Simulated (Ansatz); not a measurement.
Gas-phase electronic energies from Ansatz, PBE0-D4/def2-TZVP geometries. CBS: MP2 limit from def2 TZ/QZ plus the TZ coupled-cluster correction, frozen cores. Functionals use def2-TZVPP. Each species was taken in one conformer, which may not be the lowest.

Reaction (formal exchange of groups at a C–O bond): `COCC=O` + `BOC` → `CBOC` + `O=CCO`

| species | CAM-B3LYP-D4 energy (Eh) |
| --- | --- |
| `COCC=O` | -268.34320 |
| `BOC` | -141.20101 |
| `CBOC` | -180.52730 |
| `O=CCO` | -229.05635 |

Work out ΔE.

ΔE = (-180.52730) + (-229.05635) − (-268.34320) − (-141.20101) = -0.03944 Eh = -103.5 kJ/mol. CCSD(T)/CBS gives -107.5 kJ/mol.

Largest T1 diagnostic among the species: 0.014.

Leaving LDA and LC-ωPBE aside and taking each functional with its dispersion term where it has one, the values, not all of them listed here, spread over 13.6 kJ/mol, from B97M-V to BLYP-D4. LDA lies −8.8 kJ/mol from PBE without D4. At CCSD(T), def2-SVP lies +14.2 kJ/mol from the extrapolated value and def2-TZVPP +3.5 kJ/mol. In def2-TZVPP, CCSD(T) changes the Hartree–Fock value by −10.7 kJ/mol (the triples alone add −0.5 kJ/mol) and MP2 by −15.5 kJ/mol.
